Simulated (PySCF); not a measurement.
C2H5ClZn.

```xyz
9

Zn     0.1779    -0.0976     0.0000
Cl    -0.2372    -2.1853     0.0000
C      0.5611     1.8090     0.0000
C     -0.6752     2.7165     0.0000
H      1.2001     2.0120    -0.8867
H      1.2001     2.0120     0.8867
H     -1.3156     2.5550     0.8916
H     -1.3156     2.5550    -0.8916
H     -0.3908     3.7914     0.0000
```

Geometry: PBE-D3(BJ)/def2-SVP. The structure was generated by enumeration; whether it is a known compound was not checked. Other conformers were not sampled.

Level of theory: PBE/pcSseg-1 in PySCF. Non-relativistic, no solvent.

Computed absolute GIAO shielding of each atom: isotropic value and principal components (ppm):
| atom | σ(iso) | σ11 | σ22 | σ33 | span |
|---|---|---|---|---|---|
| Zn1 | 1610.6 | 1141.9 | 1185.2 | 2504.6 | 1362.7 |
| Cl2 | 961.9 | 861.8 | 873.2 | 1150.7 | 288.9 |
| C3 | 169.8 | 156.1 | 167.5 | 185.9 | 29.8 |
| C4 | 164.8 | 155.4 | 158.0 | 180.8 | 25.4 |
| H5 | 29.8 | 24.5 | 28.7 | 36.3 | 11.8 |
| H6 | 29.8 | 24.5 | 28.7 | 36.3 | 11.8 |
| H7 | 29.6 | 24.9 | 28.4 | 35.5 | 10.7 |
| H8 | 29.6 | 24.9 | 28.4 | 35.5 | 10.7 |
| H9 | 29.5 | 24.4 | 26.8 | 37.2 | 12.8 |
